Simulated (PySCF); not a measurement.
## Energy of Tc²⁺ (technetium, charge +2) between two integer charges

The 4d alpha orbital of [Kr] 4d5 is emptied in steps (occupation f), with all orbitals relaxed, ending at [Kr] 4d4. Computed with PySCF 2.14 in x2c-TZVPall (8s6p6d1f, 63 functions), with the spin-free X2C one-electron Hamiltonian (Gaussian nucleus). The exact energy is a straight line in f; departures are measured from the line between the end points of the same method.

Q: Among BHandHLYP, wB97X, M06-2X, which shows the largest delocalisation error (convex curve), and which is closest to linear?

A: Most convex: M06-2X (-0.652 eV at f = 0.4); closest to linear: wB97X (-0.441 eV).

| f | BHandHLYP (eV) | wB97X (eV) | M06-2X (eV) |
| --- | --- | --- | --- |
| 1 | 0.000 | 0.000 | 0.000 |
| 0.8 | -0.416 | -0.291 | -0.427 |
| 0.6 | -0.627 | -0.440 | -0.646 |
| 0.4 | -0.629 | -0.441 | -0.652 |
| 0.2 | -0.421 | -0.295 | -0.437 |
| 0 | 0.000 | 0.000 | 0.000 |

| method | E(f=0) − E(f=1) (eV) | −ε at f=1 (eV) | −ε at f=0.4 (eV) |
| --- | --- | --- | --- |
| BHandHLYP | 29.563 | 26.975 | 30.075 |
| wB97X | 29.513 | 27.705 | 29.875 |
| M06-2X | 29.687 | 27.048 | 30.205 |

Reference removal energy between the ground levels: 29.55 eV (semi-empirical (NIST evaluation); NIST Atomic Spectra Database, ionization energies). The calculation has no spin-orbit coupling. The determinant left behind need not be the lowest term of the ion.
